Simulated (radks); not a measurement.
Bi2+, 81 electrons, occupied as [Hg] 6p1.

Method: scalar-relativistic Kohn-Sham, LDA (Slater exchange, Perdew-Wang correlation), spin-polarised, spherical densities, point nucleus; open shells are filled with parallel spins first (spin-orbit coupling, left out, can overturn this in heavy ions); computed with a radial shooting solver on a logarithmic mesh with Libxc functionals.

Energy parts (hartree):
| part | energy |
|---|---|
| total | -21518.4466 |
| kinetic | 24411.5370 |
| electron-nucleus | -53755.9802 |
| Hartree | 8208.6355 |
| exchange-correlation | -382.6390 |

Orbitals (lengths in bohr, moments of r in powers of bohr):
| orbital | occ. | eigenvalue (hartree) | <r^4> |
|---|---|---|---|
| 1s up | 1 | -3330.808 | 3.329e-07 |
| 1s down | 1 | -3330.807 | 3.329e-07 |
| 2s up | 1 | -599.0339 | 0.00004781 |
| 2s down | 1 | -599.0336 | 0.00004781 |
| 2p up | 3 | -512.6085 | 0.00004001 |
| 2p down | 3 | -512.6081 | 0.00004001 |
| 3s up | 1 | -145.0804 | 0.001713 |
| 3s down | 1 | -145.0800 | 0.001713 |
| 3p up | 3 | -120.3987 | 0.001922 |
| 3p down | 3 | -120.3982 | 0.001922 |
| 3d up | 5 | -95.59972 | 0.001475 |
| 3d down | 5 | -95.59932 | 0.001475 |
| 4s up | 1 | -33.77269 | 0.03712 |
| 4s down | 1 | -33.77205 | 0.03712 |
| 4p up | 3 | -25.68560 | 0.05005 |
| 4p down | 3 | -25.68491 | 0.05005 |
| 4d up | 5 | -16.44938 | 0.06669 |
| 4d down | 5 | -16.44862 | 0.06668 |
| 4f up | 7 | -6.27160 | 0.1040 |
| 4f down | 7 | -6.27075 | 0.1040 |
| 5s up | 1 | -6.45712 | 0.8536 |
| 5s down | 1 | -6.45538 | 0.8530 |
| 5p up | 3 | -4.17578 | 1.516 |
| 5p down | 3 | -4.17370 | 1.511 |
| 5d up | 5 | -1.64563 | 5.068 |
| 5d down | 5 | -1.63995 | 4.965 |
| 6s up | 1 | -1.15373 | 33.74 |
| 6s down | 1 | -1.13114 | 33.30 |
| 6p up | 1 | -0.73004 | 86.08 |
| 6p down | 0 | -0.70322 | 87.95 |

The highest occupied level is 6p up at -19.866 eV. Spin moment in Bohr magnetons: 1. The density falls to 0.001 e/bohr^3 at r = 3.91 bohr. Summed over all electrons, <r^2> = 49.47 bohr^2, which gives a Langevin (diamagnetic) susceptibility term of -39.2 x 10^-6 cm^3/mol. For comparison, the ionisation energy in NIST's Atomic Spectra Database is 25.571 eV (measured). In exact Kohn-Sham theory the highest level is minus the ionisation energy, but local and semilocal functionals leave it too shallow, through self-interaction and a potential that decays too fast; potentials with the right tail come closer.
